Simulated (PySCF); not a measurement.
# Basis-set dependence of excited states

Compound: C5H4F2.
Structure used (PBE0-D3(BJ)/def2-SVP), in Å, numbered top down from 1:
```xyz
11
C5H4F2 angstrom
C      2.4641    0.0134   -0.0062
C      1.0234    0.1236   -0.1213
C     -0.1836    0.2168   -0.2199
C     -1.5901    0.3318   -0.3412
F     -2.0447    1.2219   -1.2319
C     -2.4953   -0.3702    0.3551
F     -2.1292   -1.2690    1.2537
H      2.9615    0.6351   -0.7665
H      2.7942   -1.0274   -0.1504
H      2.8109    0.3467    0.9845
H     -3.5731   -0.2469    0.2267
```

TDDFT with PBE0 (PySCF), vertical singlets, core orbitals frozen in the response, spherical d and f functions. Geometry: PBE0-D3(BJ)/def2-SVP; no solvent, vibrations or thermal averaging.

| basis | functions | diffuse | S1 (eV) | S2 (eV) | S3 (eV) | S4 (eV) | S5 (eV) | LUMO (eV) | α (au) |
| --- | --- | --- | --- | --- | --- | --- | --- | --- | --- |
| 6-31G* | 106 | no | 5.34 | 5.66 | 5.72 | 7.10 | 7.47 | -0.33 | 54.4 |
| def2-SVP | 118 | no | 5.37 | 5.64 | 5.70 | 7.07 | 7.48 | -0.63 | 56.3 |
| 6-31+G* | 134 | yes | 5.23 | 5.51 | 5.63 | 6.16 | 6.60 | -0.79 | 62.4 |
| def2-SVPD | 178 | yes | 5.29 | 5.52 | 5.61 | 6.43 | 6.97 | -0.86 | 66.6 |
| aug-cc-pVDZ | 197 | yes | 5.22 | 5.46 | 5.60 | 5.78 | 6.23 | -0.83 | 67.8 |
| def2-TZVP | 241 | no | 5.28 | 5.52 | 5.62 | 6.97 | 7.01 | -0.76 | 64.0 |

How much do these states and the polarisability depend on the basis?

States are compared by their number. Against the largest diffuse basis here (aug-cc-pVDZ, itself not a converged limit), sets without diffuse functions differ by up to 0.15 eV in S1 and 1.25 eV in S5; the smaller diffuse sets differ by up to 0.07 and 0.74 eV. State by state, the largest deviation of a set without diffuse functions is S1 0.15, S2 0.20, S3 0.12, S4 1.32, S5 1.25 eV. The same number needn't mean the same state in each row. Against aug-cc-pVDZ the polarisability deviates by -20% in 6-31G*, -17% in def2-SVP, -8% in 6-31+G*, -2% in def2-SVPD, -6% in def2-TZVP. A single + in a Pople set puts diffuse functions on heavy atoms only.
